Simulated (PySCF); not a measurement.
CH6O3Si, SMILES C[Si](O)(O)O. Geometry: PBE-D3(BJ)/def2-SVP. One conformer was computed; it need not be the lowest.

Computed equilibrium geometry at PBE-D3(BJ)/def2-SVP (PySCF confirms it by a frequency run) as bond lengths and angles, and its point group (one conformer of several):
point group C3.
Atoms: C1 Si2 O3 O4 O5 H6 H7 H8 H9 H10 H11. Bond lengths (Å): C1–Si2 1.858, C1–H6 1.108, C1–H7 1.108, C1–H8 1.108, Si2–O3 1.681, Si2–O4 1.681, Si2–O5 1.681, O3–H9 0.973, O4–H10 0.973, O5–H11 0.973. Bond angles (°): Si2–C1–H6 110.7, Si2–C1–H7 110.7, Si2–C1–H8 110.7, H6–C1–H7 108.3, H6–C1–H8 108.3, H7–C1–H8 108.3, C1–Si2–O3 110.2, C1–Si2–O4 110.2, C1–Si2–O5 110.2, O3–Si2–O4 108.8, O3–Si2–O5 108.8, O4–Si2–O5 108.8, Si2–O3–H9 112.4, Si2–O4–H10 112.4, Si2–O5–H11 112.4.
Charge 0, spin multiplicity 1.
